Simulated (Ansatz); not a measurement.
`C=C[SiH2][SiH](O)O` + `[NH2][GeH3]` → `O[SiH](O)[NH][GeH3]` + `C=C[SiH3]`  (cleavage of the Si–Si bond)

Program: Ansatz. Geometries: PBE0-D4/def2-TZVP. ΔE: electronic, gas phase. CCSD(T)/CBS adds triple-zeta CCSD(T) − MP2 to the extrapolated MP2 energy (def2 sets, frozen cores). DFT in def2-TZVPP. B3LYP here is the variant with VWN-RPA as its local correlation; programs differ in this. For Ge outer-core shells are correlated without core-valence functions, which leaves a few kJ/mol of doubt a bond. Scalar relativity is left out up to krypton. Each species was taken in one conformer, which may not be the lowest.

```
             level  ΔE (kJ/mol)  difference from CCSD(T)/CBS
         r2SCAN-D4        -93.1                          6.2
           PBE0-D4        -83.9                         15.4
           ωB97X-V        -94.4                          4.9
           ωB97M-V       -101.2                         -1.9
            B2PLYP        -99.6                         -0.3
               PBE        -74.5                         24.8
            r2SCAN        -93.4                          5.9
             B3LYP        -94.3                          5.0
SCS-MP2/def2-TZVPP       -107.0                         -7.7
      HF/CBS(def2)       -119.6                        -20.3
       CCSD(T)/CBS        -99.3                            0
```

Largest T1 diagnostic among the species: 0.013.

In def2-TZVPP, CCSD(T) changes the Hartree–Fock value by +18.2 kJ/mol (the triples alone add +3.0 kJ/mol) and MP2 by +12.1 kJ/mol. From PBE to PBE0 (25 % exact exchange), in def2-TZVPP and without D4, ΔE moves by −9.9 kJ/mol.
